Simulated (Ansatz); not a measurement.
`[CH3][Sn]([CH3])([Cl])[C]#N`, relaxed with RKS PBE-D4/def2-SVP in Ansatz from a rough embedded geometry. The force threshold is 0.03 eV/Å; the program also tests the step.

Charge 0, multiplicity 1. Sn: def2 effective core potential.

Start:

```xyz
12

C     1.206   -1.395   -0.361
Sn   -0.172    0.235   -0.539
C    -0.080    1.352    1.251
Cl    0.413    1.651   -2.285
C    -2.122   -0.452   -0.831
N    -3.218   -0.862   -0.984
H     2.198   -1.041   -0.232
H     1.100   -1.990   -1.326
H     0.874   -2.110    0.468
H    -0.777    2.202    1.239
H     0.958    1.708    1.441
H    -0.380    0.702    2.160
```

```
step  energy (eV)  largest force (eV/Å)  largest move (Å)
   1  -23034.8407                 2.853             0.000
   2  -23035.0203                 0.727             0.194
   3  -23035.0972                 0.238             0.128
   4  -23035.1010                 0.084             0.048
   5  -23035.1042                 0.046             0.030
   6  -23035.1059                 0.051             0.042
   7  -23035.1060                 0.024             0.010
```

End:

```xyz
12

C     1.207   -1.517   -0.468
Sn   -0.067    0.216   -0.400
C    -0.141    1.458    1.355
Cl    0.463    1.591   -2.263
C    -2.070   -0.462   -0.778
N    -3.164   -0.860   -0.939
H     2.261   -1.209   -0.341
H     1.074   -2.008   -1.450
H     0.915   -2.213    0.341
H    -0.866    2.273    1.172
H     0.861    1.882    1.553
H    -0.473    0.850    2.219
```

It took 17 s on 2 threads of an AMD EPYC 7R13 on a shared host, with 0.22 GiB of host memory at the peak.
